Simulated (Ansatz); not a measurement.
Molecule: C$_{4}$H$_{13}$NSi, net charge 0, singlet state. SMILES: CCN([SiH3])CC
Structure (B3LYP-D3(BJ)/def2-TZVP (Ansatz, a first-principles code) minimum search):
```
N
C 1 1.4602
H 2 1.0962 1 107.66
H 2 1.0995 3 106.23 1 -119.59
C 1 1.4608 2 114.03 3 -42.72
H 5 1.0915 1 108.41 2 166.70
H 5 1.0966 6 106.47 1 116.14
C 2 1.5220 3 108.85 4 -117.00
H 8 1.0907 2 111.05 3 -63.19
H 8 1.0911 9 108.55 2 -120.81
H 8 1.0924 9 108.06 10 -116.02
C 5 1.5292 6 109.18 7 117.93
H 12 1.0910 5 111.58 6 -178.02
H 12 1.0922 13 107.98 5 121.93
H 12 1.0924 13 107.75 14 116.56
Si 1 1.7268 2 122.18 3 159.83
H 16 1.4805 1 106.38 2 176.14
H 16 1.4817 17 109.50 6 -123.98
H 16 1.4913 17 108.41 6 120.43
```
Charge 0, spin multiplicity 1.

Property: atomisation energy (electronic, to ground-state atoms), in eV. Correlated levels leave the core frozen unless marked. Open shells are spin-unrestricted. Spin-orbit coupling is left out. No relativistic terms. The coupled-cluster limit lacks core correlation, which all-electron functionals hold. CBS marks a two-point X^-3 extrapolation of the correlation energy; Hartree-Fock from the larger set. [CCSD(T)-MP2]/basis is that difference in the basis named.

```tsv
level	program	atomisation energy (eV)
HF/STO-3G	Ansatz	68.44
```

Question: What does RI-MP2/CBS(aug-cc-pV(T+d)Z,aug-cc-pV(Q+d)Z)+[CCSD(T)-MP2]/aug-cc-pV(T+d)Z (Ansatz) give?

Answer: 72.94 eV, so HF/STO-3G differs from it by -4.50 eV.
